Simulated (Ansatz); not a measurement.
`C[O][Al]([Cl])[Cl]` + `BO` → `B[O][Al]([Cl])[Cl]` + CH₃OH at 400 K and 1 bar (ligand exchange at the Al–O bond).

Calculated with Ansatz (gas phase, PBE0-D4/def2-TZVP geometries, no zero-point term in ΔE). CCSD(T)/CBS adds triple-zeta CCSD(T) − MP2 to the extrapolated MP2 energy (def2 sets, frozen cores). This one scheme is used for every species. Each species was taken in one conformer, which may not be the lowest.

| species | CCSD(T)/CBS energy (Eh) | H − E (kJ/mol) | S (J/(mol·K)) |
| --- | --- | --- | --- |
| `C[O][Al]([Cl])[Cl]` | -1276.79096 | 151.9 | 399.2 |
| `BO` | -101.80414 | 108.2 | 244.0 |
| `B[O][Al]([Cl])[Cl]` | -1262.97636 | 107.8 | 394.3 |
| CH₃OH | -115.61712 | 151.2 | 252.6 |

H − E and S are ideal-gas, rigid-rotor, harmonic terms from PBE0-D4/def2-TZVP, for one conformer and one mirror image of each species. 1 Eh = 2625.50 kJ/mol, R = 8.31446 J/(mol·K).

Question: By hand: ΔE, ΔH, ΔS and ΔG.

Answer: ΔE = (-1262.97636) + (-115.61712) − (-1276.79096) − (-101.80414) = 0.00162 Eh = 4.3 kJ/mol. Δ(H − E) = 107.8 + 151.2 − 151.9 − 108.2 = -1.1, so ΔH = 3.2 kJ/mol. ΔS = 394.3 + 252.6 − 399.2 − 244.0 = 3.7 J/(mol·K). ΔG = 3.2 − 400 × (3.7)/1000 = 1.7 kJ/mol.

Question: By hand: the equilibrium constant, and the temperature at which ΔG would vanish if ΔH and ΔS stayed fixed.

Answer: log₁₀ K = −ΔG/(RT ln 10) = -0.2. ΔG = 0 at ΔH/ΔS = 865 K, though so small a ΔH makes that figure unsure.

TΔS isn't small against ΔH here. The sign of ΔG lies within the doubt. A doubt of 5 kJ/mol in ΔE shifts log₁₀ K by 0.7 here. Other conformers and mirror images would add mixing entropy, several J/(mol·K) or more a flexible species. These are equilibria of isolated gas molecules and say nothing of rates. Largest T1 diagnostic: 0.014 (customary marks: 0.02 for closed shells, 0.045 for open ones).
